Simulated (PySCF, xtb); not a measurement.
C3H7BO2, SMILES O=CB(C)OC. Other conformers were not sampled.

Harmonic wavenumbers (cm⁻¹) from xtb 6.7.1 with GFN2-xTB at its own minimum, in rising order: 18, 53, 75, 138, 191, 220, 296, 411, 533, 664, 807, 865, 876, 1030, 1072, 1120, 1149, 1345, 1376, 1379, 1412, 1465, 1469, 1488, 1494, 1753, 2624, 2968, 2975, 2999, 3007, 3024, 3061.

### Question
What does PBE0-D3(BJ)/def2-SVP (PySCF) give at its own minimum? (The exact figures need the calculation; the answer reports its results.)

### Answer
26, 74, 103, 180, 211, 229, 406, 417, 522, 724, 768, 851, 984, 1086, 1173, 1173, 1198, 1313, 1379, 1418, 1433, 1443, 1465, 1479, 1514, 1833, 2850, 3045, 3046, 3125, 3136, 3170, 3175. Paired by order, the mean absolute difference is 56 cm⁻¹ and the zero-point energies are 62.0 and 64.3 kcal/mol.
